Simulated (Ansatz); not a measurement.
Relaxation of Ga13Sb11F6 with RKS PBE-D4/def2-SVP.

```sh
$ ansatz run in.yaml --threads 11 --pin off --events-out ev --progress --plain --max-ram 110592MiB --backend cuda --devices 0, --max-vram 75GiB
```

```yaml
crystal:
  periodic: [false, false, false]
  atoms:
    - {symbol: Sb, position_ang: [-1.297300, -4.035100, 1.994300]}
    - {symbol: Sb, position_ang: [1.728000, -4.033900, -1.054000]}
    - {symbol: Sb, position_ang: [-1.310500, 2.061300, -4.105200]}
    - {symbol: Sb, position_ang: [1.752000, -0.997000, -4.102500]}
    - {symbol: Sb, position_ang: [-1.313500, -0.999900, -1.067900]}
    - {symbol: Sb, position_ang: [-1.293500, 2.053100, 1.984900]}
    - {symbol: Sb, position_ang: [1.735800, -1.001300, 1.989400]}
    - {symbol: Sb, position_ang: [1.743400, 2.072000, -1.045600]}
    - {symbol: Sb, position_ang: [-1.343100, -1.025800, 5.036700]}
    - {symbol: Sb, position_ang: [1.741200, 2.055800, 5.042600]}
    - {symbol: Sb, position_ang: [4.829300, -1.014100, -1.066300]}
    - {symbol: Ga, position_ang: [-2.796800, -2.512700, 0.474300]}
    - {symbol: Ga, position_ang: [-2.835200, 0.502800, -2.583200]}
    - {symbol: Ga, position_ang: [-2.825800, 0.509100, 3.504100]}
    - {symbol: Ga, position_ang: [0.221500, -2.536600, -2.587200]}
    - {symbol: Ga, position_ang: [0.224000, -2.521900, 3.506700]}
    - {symbol: Ga, position_ang: [3.281500, -2.509100, 0.469100]}
    - {symbol: Ga, position_ang: [0.210300, 0.538500, -5.643200]}
    - {symbol: Ga, position_ang: [0.235700, 3.561500, -2.572000]}
    - {symbol: Ga, position_ang: [3.272300, 0.508800, -2.590400]}
    - {symbol: Ga, position_ang: [0.223400, 0.531600, 0.449600]}
    - {symbol: Ga, position_ang: [0.205900, 3.580500, 3.507300]}
    - {symbol: Ga, position_ang: [3.276100, 0.538900, 3.489600]}
    - {symbol: Ga, position_ang: [0.226400, 0.545900, 6.559900]}
    - {symbol: F, position_ang: [-3.890400, -3.561900, -0.582700]}
    - {symbol: F, position_ang: [-3.864800, -0.528400, -3.658700]}
    - {symbol: F, position_ang: [-3.879900, -0.529900, 2.475200]}
    - {symbol: F, position_ang: [-0.825300, -0.547700, -6.704400]}
    - {symbol: F, position_ang: [1.286600, 4.638500, -3.646100]}
    - {symbol: F, position_ang: [1.273300, 4.635000, 2.470600]}
basis:
  gaussian: {orbitals: def2-SVP, fitting: {mean_field: def2-universal-jkfit}}
hamiltonian: {xc: pbe, dispersion: d4}
scf: {lower_state_search: "off"}
output: {orbitals: {seedname: orbitals}}
relax: {f_tol: 0.03, max_steps: 70}
```

Run time 3.2 min (11 threads of AMD EPYC 7R13 on a shared host and a whole NVIDIA H100 80GB HBM3), peak host memory 1.7 GiB.

Positions (Å) and forces (eV/Å) at steps 1, 2, 3, 4, 5, 6, 7, 8, 9 of 51:

```xyz
30
step=1 energy=-768938.0126 eV
Sb   -1.297   -4.035    1.994    0.487   -0.453    0.000
Sb    1.728   -4.034   -1.054   -0.147   -0.329    0.596
Sb   -1.310    2.061   -4.105   -0.691    0.903    0.247
Sb    1.752   -0.997   -4.103    0.498   -0.462   -0.686
Sb   -1.313   -1.000   -1.068   -0.523    0.102    0.175
Sb   -1.294    2.053    1.985   -0.919    0.843   -0.422
Sb    1.736   -1.001    1.989    0.339   -0.362   -0.011
Sb    1.743    2.072   -1.046    0.357    0.417    0.564
Sb   -1.343   -1.026    5.037    0.048   -0.472    0.816
Sb    1.741    2.056    5.043    0.383    0.337    0.135
Sb    4.829   -1.014   -1.066    0.091   -0.019    0.005
Ga   -2.797   -2.513    0.474   -0.474   -0.677   -0.523
Ga   -2.835    0.503   -2.583    0.132   -0.354   -0.850
Ga   -2.826    0.509    3.504    0.505    0.174   -0.118
Ga    0.222   -2.537   -2.587    0.314    0.404   -0.157
Ga    0.224   -2.522    3.507   -0.638    0.386   -0.164
Ga    3.281   -2.509    0.469   -0.257    0.311   -0.766
Ga    0.210    0.538   -5.643   -0.710   -1.211   -0.065
Ga    0.236    3.562   -2.572    0.718    0.150   -1.046
Ga    3.272    0.509   -2.590   -0.299   -0.443    0.439
Ga    0.223    0.532    0.450    0.073    0.114    0.078
Ga    0.206    3.580    3.507    0.759   -0.156   -0.804
Ga    3.276    0.539    3.490    0.354    0.339    0.155
Ga    0.226    0.546    6.560   -0.379   -0.309   -0.057
F    -3.890   -3.562   -0.583    0.537    0.786    0.851
F    -3.865   -0.528   -3.659    0.182    0.420    0.467
F    -3.880   -0.530    2.475   -0.155   -0.436   -0.541
F    -0.825   -0.548   -6.704    0.620    0.820    0.430
F     1.287    4.638   -3.646   -0.714   -0.572    0.752
F     1.273    4.635    2.471   -0.489   -0.249    0.502
30
step=2 energy=-768939.7960 eV
Sb   -1.233   -4.107    1.980    0.481   -0.391   -0.228
Sb    1.680   -4.081   -0.985   -0.599   -0.014    0.531
Sb   -1.403    2.183   -4.110   -0.895    0.829   -0.663
Sb    1.840   -1.076   -4.198    0.557   -0.411   -0.709
Sb   -1.361   -0.985   -1.045   -0.208    0.152    0.209
Sb   -1.424    2.169    1.898   -0.704    0.592   -0.455
Sb    1.781   -1.023    1.995    0.311   -0.102    0.244
Sb    1.796    2.132   -0.960    0.575    0.505    0.701
Sb   -1.372   -1.091    5.142   -0.369   -0.327    0.672
Sb    1.790    2.087    5.079    0.373    0.173    0.419
Sb    4.860   -1.014   -1.073    0.302    0.110    0.150
Ga   -2.773   -2.540    0.499   -0.204   -0.504   -0.225
Ga   -2.780    0.500   -2.655    0.314   -0.493   -0.594
Ga   -2.777    0.475    3.455    0.828   -0.048   -0.223
Ga    0.273   -2.480   -2.587    0.214    0.319    0.031
Ga    0.140   -2.465    3.481   -0.591    0.492   -0.442
Ga    3.246   -2.469    0.368   -0.043    0.145   -0.697
Ga    0.164    0.471   -5.553   -0.681   -0.815    0.532
Ga    0.268    3.505   -2.615    0.837   -0.420   -0.552
Ga    3.216    0.444   -2.528   -0.778   -0.340    0.382
Ga    0.222    0.558    0.476   -0.154    0.015    0.099
Ga    0.254    3.499    3.441    0.566   -0.355   -0.684
Ga    3.324    0.582    3.505    0.021    0.245    0.045
Ga    0.194    0.522    6.551   -0.047    0.046   -0.346
F    -3.899   -3.529   -0.535    0.268    0.498    0.633
F    -3.892   -0.515   -3.642    0.094    0.395    0.353
F    -3.855   -0.559    2.426    0.007   -0.400   -0.403
F    -0.820   -0.514   -6.722    0.409    0.640    0.319
F     1.271    4.640   -3.627   -0.507   -0.325    0.533
F     1.264    4.659    2.484   -0.380   -0.212    0.368
30
step=3 energy=-768941.6631 eV
Sb   -1.168   -4.179    1.962    0.322   -0.349   -0.352
Sb    1.626   -4.123   -0.913   -1.048    0.013    0.330
Sb   -1.501    2.308   -4.121   -0.682    0.463   -1.218
Sb    1.929   -1.156   -4.295    0.292   -0.231   -0.341
Sb   -1.409   -0.970   -1.021    0.284    0.243    0.013
Sb   -1.553    2.284    1.810   -0.296    0.199   -0.350
Sb    1.827   -1.046    2.001    0.306    0.059    0.568
Sb    1.851    2.194   -0.868    0.611    0.623    0.525
Sb   -1.402   -1.156    5.250   -0.934   -0.442    0.221
Sb    1.841    2.121    5.118    0.436    0.516    0.884
Sb    4.890   -1.009   -1.076    0.590    0.460    0.191
Ga   -2.751   -2.568    0.522    0.197   -0.507    0.181
Ga   -2.721    0.498   -2.729    0.251   -0.523   -0.408
Ga   -2.726    0.441    3.405    1.154   -0.353   -0.220
Ga    0.321   -2.424   -2.589    0.276    0.249    0.437
Ga    0.054   -2.407    3.453   -0.399    0.467   -0.744
Ga    3.213   -2.429    0.267   -0.448    0.165   -0.758
Ga    0.116    0.403   -5.460   -0.793   -0.366    0.668
Ga    0.301    3.440   -2.659    0.805   -0.836   -0.020
Ga    3.155    0.379   -2.463   -0.976   -0.459    0.360
Ga    0.223    0.583    0.501   -0.255   -0.011    0.029
Ga    0.303    3.416    3.376    0.479   -0.522   -0.502
Ga    3.371    0.627    3.521   -0.272    0.126   -0.257
Ga    0.162    0.500    6.539    0.210    0.425   -0.533
F    -3.909   -3.498   -0.488   -0.039    0.252    0.364
F    -3.919   -0.499   -3.626    0.127    0.374    0.285
F    -3.829   -0.589    2.378    0.114   -0.245   -0.179
F    -0.814   -0.480   -6.738    0.329    0.516    0.335
F     1.254    4.636   -3.607   -0.270   -0.053    0.259
F     1.254    4.682    2.498   -0.371   -0.253    0.233
30
step=4 energy=-768943.1364 eV
Sb   -1.094   -4.271    1.932    0.261   -0.026   -0.531
Sb    1.538   -4.176   -0.816   -1.153    0.199    0.199
Sb   -1.617    2.450   -4.153   -0.178   -0.108   -1.133
Sb    2.016   -1.243   -4.394   -0.143    0.228    0.197
Sb   -1.458   -0.950   -0.995    0.773    0.430   -0.284
Sb   -1.675    2.402    1.713    0.378   -0.348    0.283
Sb    1.880   -1.067    2.012   -0.056    0.298    0.748
Sb    1.929    2.278   -0.757    0.145    0.176   -0.249
Sb   -1.441   -1.246    5.365   -1.076   -0.387   -0.308
Sb    1.920    2.190    5.190   -0.078    0.239    0.810
Sb    4.926   -0.982   -1.060    0.544    0.482    0.163
Ga   -2.719   -2.603    0.543    0.523   -0.473    0.483
Ga   -2.647    0.497   -2.815   -0.117   -0.574   -0.198
Ga   -2.653    0.395    3.346    1.058   -0.175   -0.250
Ga    0.367   -2.369   -2.589    0.211    0.052    0.704
Ga   -0.050   -2.345    3.407    0.017    0.354   -0.791
Ga    3.156   -2.375    0.139   -0.510    0.026   -0.560
Ga    0.062    0.333   -5.358   -0.784   -0.126    0.321
Ga    0.343    3.338   -2.717    0.736   -0.853    0.616
Ga    3.074    0.301   -2.380   -0.842   -0.310    0.273
Ga    0.238    0.610    0.518   -0.298    0.042    0.002
Ga    0.365    3.315    3.315    0.178   -0.239   -0.580
Ga    3.406    0.698    3.541   -0.275   -0.063   -0.398
Ga    0.124    0.482    6.493    0.584    0.854   -0.589
F    -3.924   -3.461   -0.435   -0.377    0.008    0.108
F    -3.945   -0.478   -3.607    0.319    0.442    0.265
F    -3.789   -0.628    2.325    0.260   -0.262   -0.077
F    -0.811   -0.441   -6.753    0.343    0.480    0.519
F     1.224    4.629   -3.578   -0.063    0.123    0.003
F     1.243    4.696    2.514   -0.380   -0.487    0.252
30
step=5 energy=-768944.5409 eV
Sb   -1.041   -4.340    1.947    0.344    0.129   -0.708
Sb    1.430   -4.214   -0.793   -1.063    0.236    0.324
Sb   -1.594    2.512   -4.217   -0.100   -0.220   -0.951
Sb    1.980   -1.243   -4.390   -0.207    0.202    0.259
Sb   -1.461   -0.884   -1.035    0.784    0.164   -0.179
Sb   -1.661    2.378    1.671    0.441   -0.444    0.439
Sb    1.931   -0.976    2.090   -0.389    0.067    0.505
Sb    1.961    2.269   -0.722    0.039    0.062   -0.431
Sb   -1.491   -1.335    5.324   -0.878   -0.204   -0.125
Sb    1.934    2.267    5.235   -0.450    0.078    0.837
Sb    4.895   -0.945   -0.945    0.192    0.342    0.115
Ga   -2.577   -2.613    0.546    0.177   -0.441    0.364
Ga   -2.603    0.542   -2.899   -0.139   -0.416   -0.089
Ga   -2.528    0.296    3.258    0.904    0.092   -0.209
Ga    0.364   -2.356   -2.554    0.097    0.073    0.652
Ga   -0.065   -2.307    3.322    0.321    0.290   -0.779
Ga    2.981   -2.309    0.078   -0.228    0.046   -0.387
Ga   -0.032    0.313   -5.252   -0.512    0.006    0.292
Ga    0.400    3.222   -2.730    0.713   -0.480    0.727
Ga    2.977    0.204   -2.292   -0.530   -0.140    0.241
Ga    0.264    0.593    0.519   -0.263    0.113    0.049
Ga    0.394    3.244    3.268   -0.044   -0.242   -0.453
Ga    3.450    0.836    3.558    0.042   -0.123   -0.434
Ga    0.057    0.507    6.306    0.589    0.863   -0.758
F    -3.947   -3.417   -0.256   -0.206    0.094    0.145
F    -3.917   -0.389   -3.696    0.201    0.281    0.203
F    -3.666   -0.738    2.249    0.272   -0.354   -0.161
F    -0.886   -0.427   -6.661    0.216    0.322    0.345
F     1.198    4.646   -3.470   -0.077   -0.004   -0.012
F     1.242    4.644    2.487   -0.249   -0.390    0.178
30
step=6 energy=-768945.7395 eV
Sb   -0.940   -4.355    1.853    0.305    0.069   -0.705
Sb    1.271   -4.204   -0.683   -0.800    0.104    0.327
Sb   -1.558    2.506   -4.272   -0.121   -0.134   -0.712
Sb    1.941   -1.229   -4.354   -0.185    0.047    0.231
Sb   -1.428   -0.845   -1.039    0.586    0.056   -0.095
Sb   -1.625    2.352    1.670    0.316   -0.404    0.445
Sb    1.934   -0.917    2.126   -0.414   -0.088    0.276
Sb    1.982    2.267   -0.720    0.040    0.040   -0.382
Sb   -1.541   -1.389    5.271   -0.607   -0.048    0.061
Sb    1.950    2.311    5.273   -0.662   -0.048    0.809
Sb    4.867   -0.904   -0.875   -0.129    0.196    0.165
Ga   -2.514   -2.621    0.537   -0.371   -0.387    0.046
Ga   -2.562    0.545   -2.933   -0.065   -0.251    0.053
Ga   -2.406    0.233    3.198    0.710    0.237   -0.201
Ga    0.376   -2.344   -2.490   -0.045    0.135    0.512
Ga   -0.083   -2.274    3.237    0.429    0.300   -0.622
Ga    2.869   -2.266    0.042    0.076    0.145   -0.251
Ga   -0.090    0.307   -5.167   -0.227    0.047    0.328
Ga    0.426    3.138   -2.720    0.640   -0.098    0.535
Ga    2.904    0.157   -2.235   -0.281   -0.059    0.244
Ga    0.281    0.609    0.521   -0.218    0.105    0.068
Ga    0.411    3.178    3.255   -0.170   -0.317   -0.271
Ga    3.457    0.909    3.547    0.213   -0.113   -0.442
Ga    0.014    0.544    6.121    0.567    0.713   -0.824
F    -3.987   -3.374   -0.173    0.248    0.288    0.326
F    -3.914   -0.343   -3.689    0.043    0.125    0.101
F    -3.542   -0.821    2.201    0.264   -0.418   -0.260
F    -0.899   -0.392   -6.606    0.068    0.144    0.101
F     1.165    4.619   -3.441   -0.131   -0.200    0.066
F     1.233    4.584    2.488   -0.079   -0.186    0.067
30
step=7 energy=-768946.6492 eV
Sb   -0.840   -4.334    1.716    0.041    0.004   -0.353
Sb    1.125   -4.184   -0.566   -0.289   -0.036    0.021
Sb   -1.528    2.481   -4.319   -0.163    0.050   -0.398
Sb    1.898   -1.230   -4.297   -0.141   -0.125    0.131
Sb   -1.392   -0.812   -1.025    0.267    0.039   -0.055
Sb   -1.594    2.323    1.692    0.087   -0.254    0.291
Sb    1.921   -0.883    2.135   -0.292   -0.093    0.100
Sb    1.997    2.269   -0.732    0.089    0.046   -0.185
Sb   -1.591   -1.419    5.226   -0.288    0.071    0.117
Sb    1.957    2.338    5.310   -0.768   -0.110    0.644
Sb    4.842   -0.855   -0.816   -0.315    0.067    0.208
Ga   -2.503   -2.609    0.533   -0.370   -0.085    0.026
Ga   -2.538    0.541   -2.939    0.026   -0.125    0.104
Ga   -2.293    0.180    3.142    0.476    0.219   -0.155
Ga    0.375   -2.329   -2.407   -0.073    0.179    0.393
Ga   -0.095   -2.239    3.158    0.299    0.230   -0.397
Ga    2.813   -2.249    0.020    0.195    0.202   -0.143
Ga   -0.133    0.294   -5.089   -0.031   -0.054    0.216
Ga    0.443    3.083   -2.701    0.367    0.028    0.276
Ga    2.844    0.129   -2.187   -0.119   -0.017    0.254
Ga    0.289    0.641    0.530   -0.098    0.044    0.038
Ga    0.422    3.111    3.250   -0.112   -0.311   -0.030
Ga    3.447    0.956    3.514    0.369   -0.059   -0.401
Ga   -0.001    0.579    5.930    0.487    0.475   -0.733
F    -4.013   -3.335   -0.112    0.197    0.245    0.274
F    -3.917   -0.317   -3.669   -0.058    0.030    0.061
F    -3.422   -0.905    2.145    0.273   -0.450   -0.363
F    -0.888   -0.358   -6.574    0.028    0.044    0.011
F     1.141    4.583   -3.425   -0.094   -0.184    0.059
F     1.223    4.530    2.501    0.009   -0.066   -0.010
30
step=8 energy=-768947.2035 eV
Sb   -0.814   -4.312    1.630   -0.206   -0.003    0.118
Sb    1.081   -4.197   -0.535    0.100    0.008   -0.311
Sb   -1.517    2.473   -4.356   -0.112    0.098   -0.104
Sb    1.865   -1.259   -4.241   -0.104   -0.136    0.065
Sb   -1.380   -0.775   -1.006    0.046   -0.019   -0.016
Sb   -1.583    2.297    1.714   -0.096   -0.051    0.088
Sb    1.913   -0.851    2.140   -0.185   -0.061   -0.037
Sb    2.017    2.281   -0.738    0.098    0.030   -0.006
Sb   -1.627   -1.429    5.192   -0.028    0.188    0.084
Sb    1.941    2.345    5.344   -0.675   -0.044    0.422
Sb    4.804   -0.806   -0.745   -0.269    0.039    0.184
Ga   -2.519   -2.574    0.545   -0.220    0.157    0.109
Ga   -2.529    0.543   -2.939    0.063   -0.013    0.027
Ga   -2.195    0.127    3.073    0.321    0.159    0.016
Ga    0.368   -2.297   -2.313    0.010    0.134    0.257
Ga   -0.097   -2.204    3.088    0.099    0.046   -0.201
Ga    2.786   -2.239    0.012    0.111    0.131   -0.036
Ga   -0.152    0.275   -5.029    0.053   -0.133    0.089
Ga    0.454    3.053   -2.680    0.071    0.037    0.029
Ga    2.791    0.108   -2.134   -0.041   -0.013    0.157
Ga    0.294    0.670    0.535    0.045    0.009   -0.001
Ga    0.416    3.047    3.256    0.020   -0.230    0.114
Ga    3.471    1.003    3.472    0.437   -0.001   -0.298
Ga    0.011    0.603    5.737    0.296    0.137   -0.567
F    -4.047   -3.286   -0.043    0.032    0.171    0.175
F    -3.931   -0.302   -3.638   -0.071    0.008    0.066
F    -3.305   -0.996    2.063    0.195   -0.499   -0.448
F    -0.867   -0.345   -6.551    0.037    0.009    0.017
F     1.128    4.555   -3.416   -0.042   -0.103    0.030
F     1.214    4.469    2.508    0.015   -0.055   -0.022
30
step=9 energy=-768947.5944 eV
Sb   -0.842   -4.309    1.618   -0.019    0.042    0.002
Sb    1.082   -4.209   -0.566    0.019    0.004   -0.075
Sb   -1.515    2.476   -4.379   -0.022    0.012    0.031
Sb    1.847   -1.291   -4.205   -0.034   -0.062    0.030
Sb   -1.381   -0.753   -0.992   -0.034   -0.018   -0.009
Sb   -1.597    2.287    1.722   -0.109    0.032   -0.015
Sb    1.904   -0.821    2.146   -0.108   -0.025   -0.071
Sb    2.038    2.297   -0.738    0.048    0.025    0.037
Sb   -1.645   -1.421    5.170    0.066    0.184    0.034
Sb    1.901    2.347    5.375   -0.374    0.076    0.259
Sb    4.756   -0.759   -0.668   -0.122    0.061    0.150
Ga   -2.531   -2.539    0.567   -0.114    0.118    0.070
Ga   -2.516    0.545   -2.946    0.018    0.039   -0.002
Ga   -2.118    0.085    3.014    0.210    0.146    0.096
Ga    0.376   -2.253   -2.240    0.044    0.065    0.130
Ga   -0.097   -2.188    3.043   -0.027   -0.093   -0.071
Ga    2.762   -2.225    0.017    0.000   -0.006    0.040
Ga   -0.156    0.250   -4.988    0.061   -0.076    0.010
Ga    0.456    3.037   -2.669   -0.061    0.014   -0.054
Ga    2.752    0.096   -2.094   -0.022    0.004    0.031
Ga    0.303    0.691    0.533    0.049    0.026   -0.030
Ga    0.407    2.982    3.268    0.028   -0.116    0.070
Ga    3.529    1.048    3.431    0.364    0.034   -0.191
Ga    0.039    0.597    5.544    0.110   -0.161   -0.355
F    -4.090   -3.216    0.029   -0.028    0.112    0.098
F    -3.952   -0.287   -3.593   -0.033    0.022    0.069
F    -3.203   -1.085    1.979    0.048   -0.346   -0.290
F    -0.844   -0.344   -6.534    0.036   -0.012    0.025
F     1.121    4.537   -3.412   -0.008   -0.032   -0.002
F     1.203    4.403    2.512    0.012   -0.069   -0.019
```

In the def2 sets Sb takes a core potential; there is no spin–orbit coupling. Single mean-field runs in def2-SVP are fitted with def2-universal-jkfit. The restricted singlet is unstable towards broken spin symmetry in Hartree–Fock (as tested in another run); at PBE-D4/def2-SVP this wasn't settled.
